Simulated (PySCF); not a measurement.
Species: [MoOCl4]- (charge -1 and doublet state).
SMILES: `[O]=[Mo-]([Cl])([Cl])([Cl])[Cl]`

Method used: PBE0-D3(BJ)/def2-SVP geometry optimisation, gas phase, def2 core potentials past Kr in PySCF.

Masses are those of the commonest isotopes; rigid-rotor values at the optimised geometry. 

Question: What are A, B and C (GHz)?

Answer: Ia = 445.55, Ib = 445.69, Ic = 722.01 u·Å²; 505379 MHz·u·Å²/I gives 1134, 1134 and 700.0 MHz, that is A = 1.1343, B = 1.1339, C = 0.7000 GHz.

Question: What kind of rotor is it?

Answer: An oblate symmetric top, as the point group C4v requires two equal moments: κ = (2 × 1134 − 1134 − 700.0)/(1134 − 700.0) = 1.00.

Question: Is it planar, by Δ = Ic − Ia − Ib?

Answer: Not planar: Δ = Ic − Ia − Ib = -169.23 u·Å². For a rigid frame Δ = −2 Σ m c², so Σ m c² = 84.61 u·Å² lies off the ab plane. The atom farthest from that plane is 1.89 Å away.

Question: Where do the R-branch lines fall?

Answer: The dipole of 0.35 D (about the centre of mass, as the species is charged) lies along the symmetry axis, so ΔK = 0 and J+1 ← J falls at 2B(J+1) for every K: 2.27 GHz, 4.54 GHz, 6.80 GHz, 9.07 GHz, 11.34 GHz for J = 0 to 4.

Question: Estimate the classical rotational partition function at 50 K, 298.15 K and 500 K.

Answer: Point group C4v, symmetry number σ = 4; q = (√π/σ)·√((kT/h)³/(ABC)), k/h = 20836.6 MHz/K: 15700 at 50 K, 229000 at 298.15 K, 497000 at 500 K.

For this open shell read J as N, the rotation without spin; fine and hyperfine splittings come on top. Whether it is a minimum is left open (no frequencies). ⟨S²⟩ = 0.757 (exact for a doublet: 0.75). Zero-point vibration and centrifugal distortion are left out.

Caution for open-shell metal species: one SCF solution and one stationary point were followed, and a lower state or a bent or distorted shape isn't ruled out.
